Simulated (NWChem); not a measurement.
CH2BrF; SMILES FCBr

```xyz
5

F      0.3954     1.9552     0.0000
C     -0.6073     1.0635     0.0000
Br     0.0718    -0.7520     0.0000
H     -1.2142     1.1710     0.9096
H     -1.2142     1.1710    -0.9096
```
Atoms are numbered in this order, from 1.

All runs: NWChem. Pople sets run with spherical d functions. Coordinates come from a PBE0/def2-SVP optimisation.

Q: Order these by “dipole (D)”, lowest first: B3LYP/aug-cc-pVTZ; B3LYP/STO-3G; B3LYP/6-31G*.

A: B3LYP/STO-3G (1.47), B3LYP/aug-cc-pVTZ (1.73), B3LYP/6-31G* (1.83)
